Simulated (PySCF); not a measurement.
## Diatomics of Zr with the halogens

PBE0 with triple-zeta basis sets in PySCF, for the lowest determinant that a PBE0 search found; no spin–orbit coupling. De refers to high-spin ground-configuration atoms. A positive dipole means M(−)Zr(+).

| M | basis | state (unpaired electrons) | Re (Å) | ωe (cm⁻¹) | De (eV) | μ (D) |
| --- | --- | --- | --- | --- | --- | --- |
| F | def2-TZVPP | quartet (σ ↑, δ ↑↑) | 1.877 | 664 | n/a | 3.12 |
| Cl | def2-TZVPP | quartet (σ ↑, δ ↑↑) | 2.324 | 391 | n/a | 3.97 |
| Br | x2c-TZVPPall | quartet (σ ↑, π ↑, δ ↑) | 2.513 | 264 | n/a | 3.51 |
| I | def2-TZVPP | quartet (σ ↑, π ↑, δ ↑) | 2.730 | 211 | n/a | 3.77 |

The shortest bond is that of ZrF (1.877 Å), the longest that of ZrI (2.730 Å).

The rows differ in basis set, which adds steps of its own.

The state changes along the series, so neighbouring rows are not always alike in their bonding.

De is left out where the level can put another filling of the metal’s s and d shells below the measured ground configuration, by anything from nothing to about 1 eV. These are scalar-relativistic numbers at best; spin–orbit coupling would shift them, the dissociation energy most. With d or f electrons several states lie close, and the lowest PBE0 determinant need not be the measured ground state.
